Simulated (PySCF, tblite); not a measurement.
Isomers of C5H11FSi. Calculated harmonic vibrations of the isolated species, GFN2-xTB (tblite), most abundant isotopes, no scaling. Errors from tens to a few hundred cm⁻¹ against measured bands are possible. Modes of hydrogen on silicon can be 10 to 20 % off. One conformer each.

Electronic energies: PBE0/pcSseg-1 single points on the GFN2-xTB geometries (PySCF, gas phase).

```csv
SMILES,"electronic energy, lowest = 0 (kcal/mol)"
CC(C)[C@@H]1[SiH2][C@@H]1F,19.6
CC/C(=C\[SiH3])CF,6.9
C=C(C)[SiH2][C@@H](C)F,5.9
CC[C@@]1(CF)C[SiH2]1,14.3
CC(C)[SiH2]/C=C\F,0.0
```

Q: How do GFN2-xTB zero-point energies change the relative energies?

A: 
```csv
SMILES,ZPE (kcal/mol),of it from modes above 1550 cm⁻¹,electronic (kcal/mol),"with ZPE, lowest = 0 (kcal/mol)",lowest mode (cm⁻¹),rings
CC(C)[SiH2]/C=C\F,89.7,47.6,0.0,0.0,21,0
C=C(C)[SiH2][C@@H](C)F,89.2,47.8,5.9,5.3,33,0
CC/C(=C\[SiH3])CF,88.4,46.3,6.9,5.6,60,0
CC[C@@]1(CF)C[SiH2]1,90.8,45.4,14.3,15.4,52,1
CC(C)[C@@H]1[SiH2][C@@H]1F,90.8,45.6,19.6,20.7,67,1
```

The zero-point energies span 2.4 kcal/mol, from `CC/C(=C\[SiH3])CF` to `CC[C@@]1(CF)C[SiH2]1`. The order is unchanged.

Q: And how do the electronic energies of GFN2-xTB itself compare?

A: `CC(C)[SiH2]/C=C\F` 8.6; `C=C(C)[SiH2][C@@H](C)F` 9.7; `CC/C(=C\[SiH3])CF` 0.0; `CC[C@@]1(CF)C[SiH2]1` 13.4; `CC(C)[C@@H]1[SiH2][C@@H]1F` 14.4 kcal/mol, lowest = 0. Against the energies above, taken from the same isomer `CC(C)[SiH2]/C=C\F`, the largest difference is 15.5 kcal/mol.

Q: What do entropy and thermal enthalpy add at 298.15 K and 1 bar (rigid rotor, harmonic oscillator, one conformer each)?

A: 
| SMILES | point group | symmetry number | S (cal/(mol K)) | H − H(0) (kcal/mol) | ZPE + H − H(0) − TS (kcal/mol) |
| --- | --- | --- | --- | --- | --- |
| C=C(C)[SiH2][C@@H](C)F | C1 | 1 | 99.2 | 7.03 | 66.6 |
| CC/C(=C\[SiH3])CF | C1 | 1 | 97.9 | 6.84 | 66.1 |
| CC[C@@]1(CF)C[SiH2]1 | C1 | 1 | 92.6 | 6.34 | 69.6 |
| CC(C)[C@@H]1[SiH2][C@@H]1F | C1 | 1 | 92.3 | 6.40 | 69.7 |

Not tabulated: `CC(C)[SiH2]/C=C\F` (lowest mode only 21 cm⁻¹).
